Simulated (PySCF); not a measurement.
PySCF job for Sn(Br)2 cation (Br2Sn), SMILES [Br][Sn][Br] (connectivity only; charge and spin as stated), charge +1, multiplicity 2, TDA-PBE/def2-SVPD. Geometry: PBE0-D3(BJ)/def2-SVP. The multiplicity is an assumed one; other spin states were not compared. The isomer is the one that the SMILES or the coordinates give; other isomers of the formula were not compared. The def2 effective core potentials stand for the cores of Sn; spin–orbit coupling is left out.

```python
import numpy as np
from pyscf import gto, scf, dft, tdscf

mol = gto.M(
    atom='''
    Sn    0.00000000    0.00000000    0.72415404
    Br    0.00000000   -2.11585920   -0.51725289
    Br    0.00000000    2.11585920   -0.51725289
    ''',
    basis='def2-SVPD',
    ecp={'Sn': 'def2-svp'},
    charge=1,
    spin=1,
    max_memory=1600,
    verbose=4,
)
mf = dft.UKS(mol, xc='pbe').density_fit(auxbasis='def2-universal-jkfit')
mf.grids.level = 3
mf.conv_tol = 1e-9
mf.max_cycle = 100
mf.kernel()
fine, coarse = mf.grids, dft.Grids(mol).set(level=1).build(with_non0tab=True)
for _ in range(3):  # follow internal instabilities
    mf.grids = coarse
    mo, _, stable, _ = mf.stability(return_status=True, nroots=4)
    mf.grids = fine
    if stable:
        break
    mf.kernel(mf.make_rdm1(mo, mf.mo_occ))
mf.grids = dft.Grids(mol).set(level=1).build(with_non0tab=True)  # coarser grid for the response kernel
td = tdscf.TDA(mf)
td.nstates = 10
td.conv_tol = 1e-4
td.positive_eig_threshold = 1e-6
td.kernel(x0=td.get_init_guess(mf, 15))
td.analyze(verbose=3)
```

Log of the run:

```
PySCF version 2.14.0

[INPUT] verbose = 4
[INPUT] num. atoms = 3
[INPUT] num. electrons = 91
[INPUT] charge = 1
[INPUT] spin (= nelec alpha-beta = 2S) = 1
[INPUT] symmetry False subgroup None
[INPUT] Mole.unit = angstrom
[INPUT] Symbol           X                Y                Z      unit          X                Y                Z       unit  Magmom
[INPUT]  1 Sn     0.000000000000   0.000000000000   0.724154040000 AA    0.000000000000   0.000000000000   1.368452807597 Bohr   0.0
[INPUT]  2 Br     0.000000000000  -2.115859200000  -0.517252890000 AA    0.000000000000  -3.998394406141  -0.977466299240 Bohr   0.0
[INPUT]  3 Br     0.000000000000   2.115859200000  -0.517252890000 AA    0.000000000000   3.998394406141  -0.977466299240 Bohr   0.0

nuclear repulsion = 485.384875241481
number of shells = 42
number of NR pGTOs = 233
number of NR cGTOs = 114
basis = def2-SVPD
ecp = {'Sn': 'def2-svp'}


[settings echo left out]
init E= -5336.72154525591
  alpha nocc = 46  HOMO = -0.624137832779391  LUMO = -0.598237632588886
  beta  nocc = 45  HOMO = -0.629308367585819  LUMO = -0.624137832779405

WARN: HOMO -0.624137832779391 >= LUMO -0.624137832779405

cycle= 1 E= -5357.15394331738  delta_E= -20.4  |g|= 2.52  |ddm|= 6.54
  alpha nocc = 46  HOMO = -0.170978085871079  LUMO = -0.156156058314596

WARN: beta  nocc = 45  HOMO -0.160977644538165 >= LUMO -0.160479422694093


WARN: HOMO -0.160977644538165 >= LUMO -0.160479422694093

cycle= 2 E= -5300.5137593964  delta_E= 56.6  |g|= 5.67  |ddm|= 10.6
  alpha nocc = 46  HOMO = -0.648145746920902  LUMO = -0.555130557257684
  beta  nocc = 45  HOMO = -0.640861787988401  LUMO = -0.637321415555916
  HOMO = -0.640861787988  LUMO = -0.637321415556  gap/eV = 0.09634
cycle= 3 E= -5360.44609329227  delta_E= -59.9  |g|= 1.06  |ddm|=  9.3
  alpha nocc = 46  HOMO = -0.413904709476343  LUMO = -0.369767827454134
  beta  nocc = 45  HOMO = -0.405474978829376  LUMO = -0.400462186135774
  HOMO = -0.405474978829  LUMO = -0.400462186136  gap/eV = 0.13641
cycle= 4 E= -5359.57636639078  delta_E= 0.87  |g|= 1.39  |ddm|= 2.69
  alpha nocc = 46  HOMO = -0.481804986137863  LUMO = -0.377715830256903
  beta  nocc = 45  HOMO = -0.482980270402434  LUMO = -0.462530511700947
  HOMO = -0.481804986138  LUMO = -0.462530511701  gap/eV = 0.52449
cycle= 5 E= -5360.94168996557  delta_E= -1.37  |g|= 0.304  |ddm|= 1.96
  alpha nocc = 46  HOMO = -0.476139424874764  LUMO = -0.353279282834556
  beta  nocc = 45  HOMO = -0.470131722975363  LUMO = -0.450749775085484
  HOMO = -0.470131722975  LUMO = -0.450749775085  gap/eV = 0.52741
cycle= 6 E= -5360.96746870369  delta_E= -0.0258  |g|= 0.176  |ddm|= 0.505
  alpha nocc = 46  HOMO = -0.467587518912674  LUMO = -0.339600696665507
  beta  nocc = 45  HOMO = -0.478912867610751  LUMO = -0.442735427652589
  HOMO = -0.467587518913  LUMO = -0.442735427653  gap/eV = 0.67626
cycle= 7 E= -5360.99257413886  delta_E= -0.0251  |g|= 0.0499  |ddm|= 0.378
  alpha nocc = 46  HOMO = -0.459098969108068  LUMO = -0.333146807786946
  beta  nocc = 45  HOMO = -0.47055579162446  LUMO = -0.434619029905337
  HOMO = -0.459098969108  LUMO = -0.434619029905  gap/eV = 0.66613
cycle= 8 E= -5360.994136267  delta_E= -0.00156  |g|= 0.0148  |ddm|= 0.0763
  alpha nocc = 46  HOMO = -0.460739644645136  LUMO = -0.335421261845084
  beta  nocc = 45  HOMO = -0.47013596172094  LUMO = -0.436320936292343
  HOMO = -0.460739644645  LUMO = -0.436320936292  gap/eV = 0.66447
cycle= 9 E= -5360.99431029045  delta_E= -0.000174  |g|= 0.00369  |ddm|= 0.0395
  alpha nocc = 46  HOMO = -0.460777968015166  LUMO = -0.335156456162778
  beta  nocc = 45  HOMO = -0.470582669465258  LUMO = -0.436300967935205
  HOMO = -0.460777968015  LUMO = -0.436300967935  gap/eV = 0.66605
cycle= 10 E= -5360.99432414221  delta_E= -1.39e-05  |g|= 0.00088  |ddm|= 0.0111
  alpha nocc = 46  HOMO = -0.460781848533188  LUMO = -0.335173176791713
  beta  nocc = 45  HOMO = -0.470542258190615  LUMO = -0.436285259890216
  HOMO = -0.460781848533  LUMO = -0.43628525989  gap/eV = 0.66659
cycle= 11 E= -5360.99432487158  delta_E= -7.29e-07  |g|= 0.000231  |ddm|= 0.00186
  alpha nocc = 46  HOMO = -0.460763472901261  LUMO = -0.335143813789607
  beta  nocc = 45  HOMO = -0.470518626254572  LUMO = -0.436260501694873
  HOMO = -0.460763472901  LUMO = -0.436260501695  gap/eV = 0.66676
cycle= 12 E= -5360.99432490689  delta_E= -3.53e-08  |g|= 7.3e-05  |ddm|= 0.000506
  alpha nocc = 46  HOMO = -0.460767422288602  LUMO = -0.335149925647229
  beta  nocc = 45  HOMO = -0.470521198894793  LUMO = -0.436263992342524
  HOMO = -0.460767422289  LUMO = -0.436263992343  gap/eV = 0.66677
cycle= 13 E= -5360.9943249051  delta_E= 1.79e-09  |g|= 8.61e-05  |ddm|= 0.000268
  alpha nocc = 46  HOMO = -0.460768404834116  LUMO = -0.335151136910611
  beta  nocc = 45  HOMO = -0.470522104064056  LUMO = -0.436264883057529
  HOMO = -0.460768404834  LUMO = -0.436264883058  gap/eV = 0.66677
cycle= 14 E= -5360.99432491152  delta_E= -6.42e-09  |g|= 5.06e-06  |ddm|= 0.000177
  alpha nocc = 46  HOMO = -0.460768555950642  LUMO = -0.335150417545947
  beta  nocc = 45  HOMO = -0.470522358171384  LUMO = -0.436264915705714
  HOMO = -0.460768555951  LUMO = -0.436264915706  gap/eV = 0.66678
cycle= 15 E= -5360.99432491156  delta_E= -4.27e-11  |g|= 1.02e-06  |ddm|= 1.42e-05
  alpha nocc = 46  HOMO = -0.460768403492132  LUMO = -0.335150250715927
  beta  nocc = 45  HOMO = -0.470522453863293  LUMO = -0.436264795889499
  HOMO = -0.460768403492  LUMO = -0.436264795889  gap/eV = 0.66678
Extra cycle  E= -5360.99432491156  delta_E=    0  |g|= 1.19e-06  |ddm|= 4.73e-06
converged SCF energy = -5360.99432491156  <S^2> = 0.75233155  2S+1 = 2.0023302
tot grids = 22696
uhf_internal: lowest eigs of H = [0.22890703 0.2303962  0.25243744 0.25449347]
<class 'pyscf.df.df_jk.DFUKS'> wavefunction is stable in the internal stability analysis
tot grids = 22696
Overwritten attributes  positive_eig_threshold  of <class 'pyscf.tdscf.uks.TDA'>


******** <class 'pyscf.tdscf.uks.TDA'> for <class 'pyscf.df.df_jk.DFUKS'> ********
nstates = 10
deg_eia_thresh = 1.000e-03
wfnsym = None
conv_tol = 0.0001
eigh lindep = 1e-12
eigh level_shift = 0
eigh max_cycle = 100


Excitation energies (eV)
[1.06180293 1.08691843 1.51445791 1.63295024 3.20163341 3.22564424
 3.5377815  3.57927704 3.70444819 3.83965929]

** Excitation energies and oscillator strengths **
Excited State   1:      1.06180 eV   1167.68 nm  f=0.0047
Excited State   2:      1.08692 eV   1140.69 nm  f=0.0000
Excited State   3:      1.51446 eV    818.67 nm  f=0.0010
Excited State   4:      1.63295 eV    759.27 nm  f=0.0060
Excited State   5:      3.20163 eV    387.25 nm  f=0.0072
Excited State   6:      3.22564 eV    384.37 nm  f=0.0268
Excited State   7:      3.53778 eV    350.46 nm  f=0.0000
Excited State   8:      3.57928 eV    346.39 nm  f=0.0037
Excited State   9:      3.70445 eV    334.69 nm  f=0.0000
Excited State  10:      3.83966 eV    322.90 nm  f=0.0001
```

Self-consistency was reached.
